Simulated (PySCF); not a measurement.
MgCl₂, SMILES [Cl][Mg][Cl]. Atoms are numbered in the order given.

```xyz
3

Mg     0.0000     0.0000     0.0000
Cl     0.0000     0.0000    -2.1757
Cl     0.0000     0.0000     2.1757
```

Geometry: B3LYP-D3(BJ)/def2-TZVP. The isomer is the one that the SMILES or the coordinates give; other isomers of the formula were not compared.

Computed with PySCF 2.14.0 with B3LYP-D3(BJ)/def2-TZVP.

Frequencies are harmonic and unscaled.

Modes within 1.5 cm⁻¹ of each other (mostly degenerate sets) share a row, with their intensities summed.

Computed harmonic wavenumbers and intensities:
| mode | ν (cm⁻¹) | IR (km/mol) | Raman (Å⁴/amu) | depolarisation | moving atoms (share of kinetic energy) |
|---|---|---|---|---|---|
| 1–2 | 110 | 106.8 | 0.0 | – | Mg 74 %, Cl 26 % |
| 3 | 318 | 0.0 | 11.9 | 0.17 | Cl 100 % |
| 4 | 613 | 147.0 | 0.0 | – | Mg 74 %, Cl 26 % |
